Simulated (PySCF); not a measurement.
Compound: C₆H₁₀NO (doublet state).
Structure used (GFN2-xTB), in Å, numbered top down from 1:
```
atom  x, y, z in Å
C1    -2.200    1.135    0.013
C2    -1.067    0.155   -0.019
C3    -1.391   -1.206    0.530
C4     0.116    0.482   -0.538
C5     1.313   -0.398   -0.607
N6     2.282   -0.019    0.466
C7     3.542    0.273    0.287
O8     4.262    0.329   -0.674
H9    -1.921    2.079   -0.448
H10   -3.061    0.727   -0.515
H11   -2.504    1.325    1.042
H12   -1.603   -1.898   -0.285
H13   -0.570   -1.615    1.114
H14   -2.272   -1.157    1.165
H15    0.269    1.487   -0.908
H16    1.058   -1.452   -0.482
H17    1.850   -0.266   -1.548
H18    1.889    0.027    1.394
```

The hyperfine couplings belong to this conformer and change with its torsions.

As a line formula: `CC(C)=CCN[C]=O` [radical].

Computed with UKS B3LYP, pcH-1 on C H N O, non-relativistic, mean-field spin-orbit, GIAO in PySCF. Isolated species at its GFN2-xTB geometry (one conformer only). GFN2-xTB frequencies show an imaginary mode (42i cm⁻¹), so this geometry is no minimum at that level. Couplings are sensitive to structure, and on GFN2-xTB geometries they can be far from those on DFT ones. Stability of the SCF solution: not tested.

Computed for the main isotopes (class means, splittings of 0.05 mT or more): g = 2.0017; N6 14N +69.5 MHz (2.48 mT); H18 1H +10.8 MHz (0.39 mT); H16/H17 1H -4.8 MHz (0.17 mT); H9/H10/H11 1H +2.5 MHz (0.09 mT); H12/H13/H14 1H +1.7 MHz (0.06 mT); 288 first-order lines, 6.14 mT wide. Two of these splittings differ by less than 0.03 mT, so with lines wider than that fewer lines would be seen.

Question: What changes when 1H at H12/H13/H14 is replaced by 2H at all these sites?

Answer: The spin density stays the same (vibrational effects aside), so a scales with the nuclear g factor: 0.85744/5.58569 = 0.1535, so a goes from +1.7 to +0.3 MHz (0.009 mT). The spin goes from 1/2 to 1, so the 1:3:3:1 quartet becomes a 1:3:6:7:6:3:1 septet. The spectrum then has 504 first-order lines over 6.01 mT, counting the new splitting although it is under 0.05 mT.

Question: What changes when 14N at N6 is replaced by 15N?

Answer: Only the nuclear moment changes in this model. The ratio of g factors is -0.56638/0.40376 = -1.4028, so a goes from +69.5 to -97.4 MHz (3.478 mT). The spin goes from 1 to 1/2, so the 1:1:1 triplet becomes a 1:1 doublet. The spectrum then has 192 first-order lines over 4.66 mT.

Question: Give position and intensity of the satellites from 13C at C7.

Answer: a = +418.5 MHz, or 14.94 mT in magnitude, and I = 1/2, so to first order each main line has two satellites, at ±7.47 mT. The isotope's abundance is about 1.07 %, shared among 2 lines, so each has 0.54 % of the main line's intensity. At 340 mT second-order shifts move them to lower field by up to 0.16 mT.

Question: Give position and intensity of the satellites from 17O at O8.

Answer: a = -49.7 MHz, or 1.77 mT in magnitude, and I = 5/2, so to first order each main line has six satellites, at ±0.89, ±2.66, ±4.44 mT. The isotope's abundance is about 0.038 %, shared among 6 lines, so each has 0.0063 % of the main line's intensity. At 340 mT second-order shifts move them to lower field by up to 0.04 mT.

Question: Give position and intensity of the satellites from 13C at C5.

Answer: a = +31.2 MHz, or 1.12 mT in magnitude, and I = 1/2, so to first order each main line has two satellites, at ±0.56 mT. The isotope's abundance is about 1.07 %, shared among 2 lines, so each has 0.54 % of the main line's intensity.

Nuclei that the bonding pattern makes equivalent are averaged, as if the motion that swaps them (rotation, inversion, ring flip) were fast.

The run took 85 s of wall time (grids of density and orbitals included) on an Arm Neoverse V2 with one thread, no GPU (shared host), and the process peaked at 0.98 GiB of memory.
